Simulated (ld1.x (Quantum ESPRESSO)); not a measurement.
**N TM: all-electron and pseudo phase curves**

N, norm-conserving Troullier–Martins (Kleinman–Bylander form), made with ld1.x (Quantum ESPRESSO) 7.5 (revPBE, non-relativistic). Core [He], reference 2s1.5 2p3.5. Waves: 2p (bound): rc 1.55 bohr; 3d channel at 0.05 Ry: rc 1.50 bohr; 2s (bound): rc 1.00 bohr. Local part: the s channel. Core correction: none.

The phase is arctan(r·u′/u) with u = r·R(r), unwrapped; energies in Ry, scanned from -3 to 5 Ry. A pole is an energy at which the radial function vanishes at the test radius. The pseudo phase is shifted by a multiple of π to meet the all-electron one at the reference energy, and phase errors are pseudo minus all-electron; the curves can meet again beyond the range given. Levels narrower than the energy grid can be missing from the lists of poles.

For each channel, where are the poles, and over which energies does the pseudopotential scatter like the atom?

```tsv
channel	radius (bohr)	reference energy (Ry)	poles, all-electron	poles, pseudo	unbroken range about the reference energy with phases within 0.05 rad	phase error 1 Ry above the reference energy (rad)
s	1.71	-1.38	0.13	0.13	below 4.8	-0.001
p	1.71	-0.53	0.82	0.84	below 3.9	+0.002
d	1.71	0.05	none	none	the whole range	+0.000
```

Phases in the s channel:

| E (Ry) | all-electron | pseudo |
| --- | --- | --- |
| -3.00 | 0.975 | 0.975 |
| -2.76 | 0.884 | 0.883 |
| -2.52 | 0.750 | 0.749 |
| -2.28 | 0.541 | 0.540 |
| -2.04 | 0.211 | 0.210 |
| -1.80 | -0.243 | -0.244 |
| -1.56 | -0.686 | -0.686 |
| -1.32 | -0.998 | -0.998 |
| -1.08 | -1.195 | -1.195 |
| -0.84 | -1.324 | -1.324 |
| -0.60 | -1.413 | -1.413 |
| -0.36 | -1.478 | -1.478 |
| -0.12 | -1.528 | -1.529 |
| 0.12 | -1.569 | -1.570 |
| 0.36 | -1.603 | -1.604 |
| 0.60 | -1.633 | -1.634 |
| 0.84 | -1.659 | -1.660 |
| 1.08 | -1.683 | -1.685 |
| 1.32 | -1.706 | -1.708 |
| 1.56 | -1.727 | -1.730 |
| 1.80 | -1.749 | -1.752 |
| 2.04 | -1.770 | -1.774 |
| 2.28 | -1.792 | -1.797 |
| 2.52 | -1.815 | -1.821 |
| 2.76 | -1.840 | -1.846 |
| 3.00 | -1.866 | -1.874 |
| 3.24 | -1.896 | -1.905 |
| 3.48 | -1.928 | -1.940 |
| 3.72 | -1.966 | -1.980 |
| 3.96 | -2.009 | -2.028 |
| 4.20 | -2.060 | -2.085 |
| 4.44 | -2.121 | -2.154 |
| 4.68 | -2.197 | -2.241 |
| 4.92 | -2.292 | -2.353 |
